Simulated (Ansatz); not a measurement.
Gas-phase electronic energies from Ansatz, PBE0-D4/def2-TZVP geometries. CBS: MP2 limit from def2 TZ/QZ plus the TZ coupled-cluster correction, frozen cores. This one scheme is used for every species. Elements past krypton have def2 core potentials. For Ta outer-core shells are correlated without core-valence functions, which leaves a few kJ/mol of doubt a bond. Each species was taken in one conformer, which may not be the lowest.

Consider the ligand exchange at a Ta–C bond: `[CH3][Ta]([NH2])([F])=[S]` + HCl → `[NH2][Ta]([F])(=[S])[Cl]` + CH₄.

```csv
species,HF/def2-SVP energy (Eh)
`[CH3][Ta]([NH2])([F])=[S]`,-648.46227
HCl,-459.93826
`[NH2][Ta]([F])(=[S])[Cl]`,-1068.30282
CH₄,-40.16918
```

Work out ΔE.

ΔE = (-1068.30282) + (-40.16918) − (-648.46227) − (-459.93826) = -0.07147 Eh = -187.6 kJ/mol. CCSD(T)/CBS gives -173.3 kJ/mol.

Largest T1 diagnostic among the species: 0.020, so the coupled-cluster value is less sure than usual.

Leaving LDA and LC-ωPBE aside and taking each functional with its dispersion term where it has one, the values, not all of them listed here, spread over 12.1 kJ/mol, from B97M-V to ωB97M-V. LDA lies +4.3 kJ/mol from PBE without D4. At CCSD(T), def2-SVP lies −7.4 kJ/mol from the extrapolated value and def2-TZVPP +0.7 kJ/mol.
